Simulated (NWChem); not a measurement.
Basis-set dependence for GeI

```
Ge
I 1 2.5334
```
Charge 0, spin multiplicity 2.

All runs are NWChem calculations. All single points use one geometry, from UPBE0/def2-SVP with def2 effective core potentials on I, a minimum by its harmonic frequencies.

Hartree-Fock energies in Ha, correlation energies in mHa.

Effective core potentials replace the inner electrons of I; spin-orbit coupling is left out. The correlated methods keep 13 core orbitals frozen. This spin state was chosen for the runs; another may lie lower. The structure started from a generated list of species. The unpaired electrons of the parent sit in orbitals of symmetry b2 (C2v labels of the run); other states weren't searched. The stability of the SCF solutions was not checked. Open-shell Hartree-Fock references start from PBE0 orbitals.

| basis | functions | UHF | UMP2 | SCS-UMP2 |
|---|---|---|---|---|
| def2-SVP | 58 | -2371.77364 | -303.8 | -280.6 |
| def2-TZVP | 98 | -2372.04760 | -695.3 | -620.1 |
| def2-QZVP | 157 | -2372.09067 | -922.4 | -823.6 |

From def2-TZVP to def2-QZVP the Hartree-Fock energy moves by -43.1 mHa and the UMP2 correlation energy by -227.1 mHa, which is 25 % of its value in the larger set.
